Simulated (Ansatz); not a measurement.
Program: Ansatz. Geometries: PBE0-D4/def2-TZVP. ΔE: electronic, gas phase. CCSD(T)/CBS is the MP2 limit (def2-TZVPP, def2-QZVPP) plus CCSD(T) − MP2 in def2-TZVPP, frozen cores. For Ge outer-core shells are correlated without core-valence functions, which leaves a few kJ/mol of doubt a bond. Scalar relativity is left out up to krypton. One conformer a species, not always the lowest.

Reaction (substitution at a C–C bond): `CCCCCCCCC` + `[SiH3][NH][GeH3]` → `C[N]([SiH3])[GeH3]` + `CCCCCCCC`

`CCCCCCCCC`:

Cartesian coordinates in Å:
```
C -1.952 0.789 -2.332
C -1.931 -0.694 -2.002
C -0.590 -1.368 -2.270
C 0.594 -0.782 -1.510
C 0.449 -0.823 0.001
C 1.687 -0.319 0.729
C 1.551 -0.259 2.252
C 1.119 1.093 2.808
C -0.234 1.592 2.327
H -2.951 1.211 -2.195
H -1.269 1.357 -1.694
H -1.655 0.967 -3.370
H -2.699 -1.205 -2.592
H -2.216 -0.839 -0.955
H -0.378 -1.318 -3.345
H -0.675 -2.434 -2.027
H 0.764 0.253 -1.827
H 1.500 -1.330 -1.796
H -0.423 -0.237 0.307
H 0.243 -1.853 0.320
H 2.527 -0.970 0.461
H 1.954 0.676 0.348
H 2.510 -0.518 2.712
H 0.844 -1.031 2.581
H 1.109 1.032 3.902
H 1.885 1.836 2.556
H -0.502 2.530 2.819
H -0.238 1.778 1.250
H -1.024 0.867 2.541
```

`[SiH3][NH][GeH3]`:

```xyz
10

Si   -0.439   -0.483    1.442
N    -0.107   -0.619   -0.238
Ge    0.511    0.694   -1.366
H     0.401    0.622    1.972
H    -0.107   -1.756    2.140
H    -1.863   -0.169    1.762
H    -0.462   -1.437   -0.711
H     1.297    1.686   -0.498
H    -0.645    1.424   -2.080
H     1.415    0.039   -2.424
```

`C[N]([SiH3])[GeH3]`:

Z-matrix (Å, degrees):
```
C
N 1 1.456
H 1 1.095 2 111.1
H 1 1.095 2 110.6 3 118.4
H 1 1.098 2 113.0 3 -121.1
Si 2 1.718 1 118.3 3 -148.3
Ge 2 1.840 1 115.9 3 44.9
H 6 1.494 2 113.7 1 -66.9
H 6 1.485 2 108.2 1 172.7
H 6 1.490 2 109.4 1 52.2
H 7 1.533 2 108.0 1 -174.5
H 7 1.544 2 110.7 1 64.5
H 7 1.541 2 107.4 1 -53.8
```

`CCCCCCCC`:

Cartesian coordinates in Å:
```
C -0.112 -0.940 3.956
C -0.117 -0.001 2.762
C -0.409 -0.708 1.449
C -0.421 0.223 0.248
C -0.705 -0.496 -1.061
C -0.819 0.424 -2.271
C 0.423 1.253 -2.578
C 1.666 0.423 -2.855
H -1.080 -1.436 4.070
H 0.100 -0.409 4.887
H 0.645 -1.721 3.839
H -0.861 0.789 2.918
H 0.851 0.508 2.689
H -1.376 -1.221 1.521
H 0.338 -1.496 1.290
H -1.173 1.007 0.403
H 0.544 0.740 0.190
H -1.641 -1.057 -0.960
H 0.073 -1.248 -1.235
H -1.065 -0.181 -3.151
H -1.668 1.102 -2.121
H 0.211 1.885 -3.448
H 0.622 1.944 -1.752
H 1.971 -0.156 -1.980
H 1.492 -0.285 -3.672
H 2.510 1.056 -3.139
```

```tsv
species	CCSD(T)/CBS(def2) energy (Eh)
`CCCCCCCCC`	-354.54173
`[SiH3][NH][GeH3]`	-2424.11992
`C[N]([SiH3])[GeH3]`	-2463.36560
`CCCCCCCC`	-315.28453
```

**Question.** Work out ΔE.

**Answer.** ΔE = (-2463.36560) + (-315.28453) − (-354.54173) − (-2424.11992) = 0.01152 Eh = +30.2 kJ/mol.

Largest T1 diagnostic among the species: 0.011.
